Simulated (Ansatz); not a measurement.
Reaction (redistribution): `O[SiH](O)O[SiH](F)F` + `O[SiH](F)[SeH]` → `F[SiH](F)[SeH]` + `O[SiH](O)O[SiH](O)F`

Calculated with Ansatz (gas phase, PBE0-D4/def2-TZVP geometries, no zero-point term in ΔE). CCSD(T)/CBS adds triple-zeta CCSD(T) − MP2 to the extrapolated MP2 energy (def2 sets, frozen cores). This one scheme is used for every species. Functionals use def2-TZVPP. For Se outer-core shells are correlated without core-valence functions, which leaves a few kJ/mol of doubt a bond. Scalar relativity is left out up to krypton. Each species was taken in one conformer, which may not be the lowest.

`O[SiH](O)O[SiH](F)F`:

```xyz
11

O    -1.725    1.115   -0.604
Si   -1.053    0.237    0.598
O    -1.408   -1.351    0.507
O     0.550    0.510    0.438
Si    1.896    0.063   -0.308
F     1.582   -1.187   -1.236
F     2.960   -0.414    0.758
H    -2.676    1.072   -0.713
H    -1.488    0.669    1.934
H    -1.116   -1.849   -0.259
H     2.477    1.136   -1.116
```

`O[SiH](F)[SeH]`:

Cartesian coordinates in Å:
```
O 0.846 0.133 1.208
Si -0.441 0.300 0.229
F -0.805 1.833 -0.006
Se -0.055 -0.471 -1.867
H 1.712 0.349 0.854
H -1.562 -0.348 0.927
H 0.305 -1.797 -1.345
```

`F[SiH](F)[SeH]`:

Z-matrix (Å, degrees):
```
Si
F 1 1.585
Se 1 2.247 2 111.4
F 1 1.585 2 105.4 3 120.9
H 1 1.472 2 109.5 3 -121.3
H 3 1.470 1 91.5 2 58.6
```

`O[SiH](O)O[SiH](O)F`:

Cartesian coordinates in Å:
```
O -2.543 0.635 0.749
Si -1.003 0.994 0.385
O -0.158 1.145 1.776
O -0.305 -0.171 -0.538
Si 0.981 -1.145 -0.624
O 1.605 -1.198 -2.116
F 2.053 -0.550 0.409
H -2.709 0.040 1.483
H -1.045 2.226 -0.417
H 0.780 0.945 1.752
H 0.687 -2.523 -0.218
H 1.658 -0.398 -2.640
```

```
level  ΔE (kJ/mol)
  PBE          6.6
 PBE0          7.0
```

Task: What does CCSD(T)/CBS give? (Estimate.)

Result: Ansatz gave: +7.1 kJ/mol. The listed levels differ from it by -0.5, -0.1 kJ/mol.

Largest T1 diagnostic among the species: 0.012.
